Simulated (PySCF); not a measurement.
Structure with atom numbers: `[CH2:1]=[CH:2][CH2:3][CH2:4][C:5](=[CH2:6])[CH:7]=[CH2:8]`. Each H is labelled by its parent atom. Ha(C1) is cis to C3; Ha(C6) is cis to C4; Ha(C8) is cis to C5; Hb(C1) is trans to C3; Hb(C6) is trans to C4; Hb(C8) is trans to C5.

Computed data (PySCF): geometry from GFN2-xTB, PBE0/pcSseg-1 with gauge-including orbitals. Gas phase, fast rotation and ring inversion assumed for equivalent nuclei, a single conformation, non-relativistic Hamiltonian.

Scale: ¹³C and ¹H against TMS (reference shieldings calculated alike).

```
 atoms  nucleus  count  δ (ppm)
 H(C4)       ¹H      2     2.32
Hb(C8)       ¹H      1     5.49
    C8      ¹³C      1        ?
Hb(C1)       ¹H      1        ?
Ha(C8)       ¹H      1     5.53
    C5      ¹³C      1    155.7
 H(C2)       ¹H      1        ?
    C1      ¹³C      1        ?
    C3      ¹³C      1     42.5
Ha(C6)       ¹H      1     5.41
    C7      ¹³C      1        ?
    C4      ¹³C      1     38.4
 H(C7)       ¹H      1     6.63
    C6      ¹³C      1    124.7
Ha(C1)       ¹H      1     5.40
 H(C3)       ¹H      2     2.29
Hb(C6)       ¹H      1     5.28
    C2      ¹³C      1        ?
```

**Question.** Complete the table.

**Answer.** 
- C2: 148.5 ppm, alkene CH; an sp2 carbon of a C=C bond
- C7: 146.0 ppm, alkene CH; an sp2 carbon of a C=C bond
- C1: 120.5 ppm, terminal =CH2 carbon; as expected for a trigonal carbon in a double bond
- C8: 120.3 ppm, terminal =CH2 carbon; the olefinic region
- H(C2): 6.19 ppm, hydrogen on an alkene CH; attached to an sp2 carbon and in the plane of the double bond
- Hb(C1): 5.25 ppm, hydrogen on a terminal =CH2 carbon; attached to an sp2 carbon and in the plane of the double bond

Shifts are as computed. Against solution values, carbons near 30 ppm lie about +3 ppm off and those near 130 ppm about +5 ppm. Of 1211 compounds with measured shifts, 218 miss one by over three times the rms of a fit or turn the order of signals round; such compounds aren't used in these exercises.
